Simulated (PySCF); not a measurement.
Gas-phase equilibrium of 1 mol NaCl, 5.5 mol H2O at 800 K and 1.01 bar, among 21 species (ClO, O2, HCl, O, HO2, H2O, H, HOCl, Na, H2O2, O3, Na2, H2, Na2(OH)2, NaCl, NaOH, Cl, Cl2, Na2O, Na2Cl2, OH). Only gases are allowed; each row takes one source of thermochemistry for all species, and Cantera finds the minimum.

Energies from PySCF, thermal terms from the rigid-rotor harmonic-oscillator model, ideal gas at 1 bar. Table values come from the NASA 1993 polynomials. After a fit of one offset per element over all species, the range-separated, M06-2X, PBE0/def2-QZVP and CCSD(T)/def2-TZVPP enthalpies, where run, lie to one side of the table for NaOH (+16 kJ/mol): a fault of the table's entry, another state or a shared error of the levels is possible; this was not checked at source. S°(298 K) at PBE0/def2-TZVP differs from the NASA 1993 table for Na2(OH)2 (+8 J/mol/K), NaOH (+8 J/mol/K); whether the harmonic model or the table's entry is off was not settled. † marks an energy on the PBE0/def2-TZVP geometry and frequencies. The species in the table below are closed-shell singlets. The harmonic model lacks anharmonicity and excited electronic states, which grow with temperature; levels with a mode under 35 cm⁻¹ are left out. Soft modes under 120 cm⁻¹ make the harmonic entropy rough for Na2Cl2. The table's entry may be an old estimate for Na2(OH)2, NaOH, Na2Cl2 (not checked at source).

Molecules larger than those listed are left out. Table species left out: NaH, NaO.

Mole fractions:

```
thermochemistry     x H2O  x Na2Cl2   x NaCl   x HCl  x Na2(OH)2  x NaOH
------------------  -----  --------  -------  ------  ----------  ------
table                0.92     0.083  0.00018  7.2e-7      1.3e-7  4.6e-7
BLYP/def2-TZVP†      0.92     0.083  0.00051  1.2e-5      6.0e-6  2.9e-7
PBE0/def2-SVP†       0.92     0.083   2.5e-5  2.0e-6      9.8e-7  3.2e-9
r2SCAN/def2-TZVP†    0.92     0.083  0.00014  2.9e-6      1.4e-6  6.4e-8
LDA/def2-TZVP†       0.92     0.083   8.2e-5  9.5e-6      4.7e-6  4.4e-8
ωB97M-V/def2-TZVP†   0.92     0.083  0.00014  2.9e-6      1.4e-6  5.7e-8
```
The most sensitive of these is NaOH: it spans a factor of 10^2.1 over these rows; at this temperature one factor of ten is RT ln 10 = 15 kJ/mol.
